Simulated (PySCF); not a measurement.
**Ionisation energy of Pm³⁴⁺ by level of theory**

Pm³⁴⁺ [Ar] 3d9 [3d3/2^4 3d5/2^5, M_J = 5/2] → Pm³⁵⁺ [Ar] 3d8 [3d3/2^4 3d5/2^4, M_J = 4], as a difference of total energies. All numbers are calculated (PySCF 2.14, the two-component X2C-1e Hamiltonian, in an even-tempered Gaussian basis (16 s from 6.2 bohr⁻², ratio 2.8; 12 p from 8.1 bohr⁻², ratio 2.8; 8 d from 8.1 bohr⁻², ratio 2.8; 3 f from 32 bohr⁻², ratio 3)). Correlated levels: [Ne] frozen; the 74 highest virtual spinors dropped. "Screened" scales the spin-orbit matrix elements by Boettger's factors to mimic the two-electron term; Breit and QED terms are absent.

```json
{"method": "GHF (spin-free)", "ionisation energy (eV)": "2353.4"}
{"method": "GMP2 (spin-free)", "ionisation energy (eV)": "2354.9"}
{"method": "GHF (screened spin-orbit)", "ionisation energy (eV)": "2344.4"}
{"method": "GMP2 (screened spin-orbit)", "ionisation energy (eV)": "2345.8"}
```

Breit and QED terms and the two-electron picture change are absent.

The spin-free rows relax to the high-spin LS determinant and lack the spin-orbit shift.

The labels give the starting determinants; with spin-orbit coupling the two ends relaxed to ⟨J²⟩ = 8.75, ⟨L²⟩ = 6.03, ⟨S²⟩ = 0.78 and ⟨J²⟩ = 20.00, ⟨L²⟩ = 12.75, ⟨S²⟩ = 1.84.

For comparison: 2344 ± 5 eV (theoretical estimate listed by NIST; NIST Atomic Spectra Database, ionization energies).
